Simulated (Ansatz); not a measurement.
Basis sets compared for HfO2. The state is a singlet with charge 0. Geometry B3LYP-D4/def2-TZVP. Ansatz on 4 threads of Arm Neoverse V2 on a shared host; times are rough, and most runs start from earlier orbitals.

```xyz
3

Hf    0.554    0.056   -0.428
O    -1.146    0.414   -0.853
O     0.592   -0.471    1.281
```

In the def2 sets Hf takes a core potential; there is no spin–orbit coupling. The structure comes from a short search, and lower isomers may exist.

Binding counts from free atoms (Hf triplet, O triplet) in the same basis, without a counterpoise term.

| level | functions | energy (Eh) | HOMO (eV) | LUMO (eV) | binding per atom (eV) | wall time |
| --- | --- | --- | --- | --- | --- | --- |
| PBE-D4/def2-SVP | 60 | -198.2469 | -5.18 | -4.07 | 4.99 | 0.45 s |
| PBE-D4/def2-TZVP | 102 | -198.4396 | -5.29 | -4.15 | 4.97 | 0.55 s |
| r2SCAN-D4/def2-TZVP (with forces) | 102 | -198.5081 | -5.49 | -3.73 | 4.72 | 1.4 s |
| PBE0-D4/def2-SVP | 60 | -198.1816 | -6.63 | -3.35 | 4.48 | 0.45 s |
| PBE0-D4/def2-TZVP | 102 | -198.3769 | -6.71 | -3.45 | 4.51 | 1.1 s |

Estimate the rows for PBE-D4/def2-TZVPD, r2SCAN-D4/def2-TZVPD, PBE0-D4/def2-TZVPD.


```json
{"level": "PBE-D4/def2-TZVPD", "functions": "123", "energy (Eh)": "-198.4421", "HOMO (eV)": "-5.39", "LUMO (eV)": "-4.21", "binding per atom (eV)": "4.98", "wall time": "0.75 s"}
{"level": "r2SCAN-D4/def2-TZVPD", "functions": "123", "energy (Eh)": "-198.5103", "HOMO (eV)": "-5.56", "LUMO (eV)": "-3.75", "binding per atom (eV)": "4.73", "wall time": "1.4 s"}
{"level": "PBE0-D4/def2-TZVPD", "functions": "123", "energy (Eh)": "-198.3792", "HOMO (eV)": "-6.79", "LUMO (eV)": "-3.49", "binding per atom (eV)": "4.52", "wall time": "0.9 s"}
```
